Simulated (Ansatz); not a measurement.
Name a neutral molecule of C, In and H with vertical ionisation energy (CCSD(T)/def2-TZVPP) between 10.45 and 10.75 eV and LUMO energy (B3LYP/def2-TZVPP) between -2.70 and -2.40 eV (Ansatz, PBE0-D4/def2-TZVP geometry).

`C#[C][In]([C]#C)[C]#C` (10.58 eV, -2.43 eV). Other molecules can fit too; these were computed, each in one conformer that needn't be the lowest.

B3LYP here is the variant with VWN-RPA as its local correlation; programs differ in this.
